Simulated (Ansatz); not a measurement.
Consider the substitution at a C–C bond: `C[CH2][Ge][NH2]` + `[NH2][Sn][OH]` → `C[O][Sn][NH2]` + `[CH3][Ge][NH2]`.

Gas-phase electronic energies from Ansatz, PBE0-D4/def2-TZVP geometries. CCSD(T)/CBS adds triple-zeta CCSD(T) − MP2 to the extrapolated MP2 energy (def2 sets, frozen cores). Elements past krypton have def2 core potentials. For Ge, Sn outer-core shells are correlated without core-valence functions, which leaves a few kJ/mol of doubt a bond. Scalar relativity is left out up to krypton. One conformer a species, not always the lowest.

`C[CH2][Ge][NH2]`:

Z-matrix (Å, degrees):
```
C
C 1 1.528
H 1 1.094 2 111.5
H 1 1.094 2 112.0 3 120.3
H 1 1.095 2 111.7 3 -119.8
Ge 2 2.010 1 110.0 3 63.2
H 2 1.095 1 110.8 3 -58.8
H 2 1.094 1 110.0 3 -177.1
N 6 1.819 2 95.7 1 -88.8
H 9 1.009 6 125.3 2 -2.8
H 9 1.007 6 122.4 2 176.7
```

`[NH2][Sn][OH]`:

Cartesian coordinates in Å:
```
N -0.804 0.667 -0.183
Sn 1.127 0.845 0.390
O 1.549 -1.093 0.367
H -1.418 1.459 -0.301
H -1.288 -0.194 -0.391
H 0.835 -1.685 0.118
```

`C[O][Sn][NH2]`:

```xyz
9

C     0.247   -0.877   -1.026
O    -1.018   -0.998   -0.445
Sn   -1.730    0.091    1.054
N    -0.080    1.231    1.290
H     0.412    0.116   -1.469
H     0.346   -1.616   -1.828
H     1.059   -1.061   -0.307
H     0.767    1.158    0.746
H    -0.003    1.957    1.985
```

`[CH3][Ge][NH2]`:

Cartesian coordinates in Å:
```
C -0.990 0.525 -0.547
Ge -0.577 -1.020 0.656
N 1.213 -0.709 0.729
H -0.568 1.453 -0.148
H -2.066 0.658 -0.676
H -0.547 0.348 -1.532
H 1.837 -1.300 1.253
H 1.698 0.046 0.265
```

| species | CCSD(T)/CBS(def2) energy (Eh) |
| --- | --- |
| `C[CH2][Ge][NH2]` | -2211.13801 |
| `[NH2][Sn][OH]` | -345.75638 |
| `C[O][Sn][NH2]` | -384.99617 |
| `[CH3][Ge][NH2]` | -2171.88129 |

Task: Work out ΔE.

Result: ΔE = (-384.99617) + (-2171.88129) − (-2211.13801) − (-345.75638) = 0.01693 Eh = +0.46 eV.

Largest T1 diagnostic among the species: 0.017.

In def2-TZVPP, CCSD(T) changes the Hartree–Fock value by +0.08 eV (the triples alone add −0.00 eV) and MP2 by +0.13 eV. Leaving LDA and LC-ωPBE aside and taking each functional with its dispersion term where it has one, the values, not all of them listed here, spread over 0.11 eV, from BLYP-D4 to PBE-QIDH. At CCSD(T), def2-SVP lies −0.13 eV from the extrapolated value and def2-TZVPP −0.03 eV.
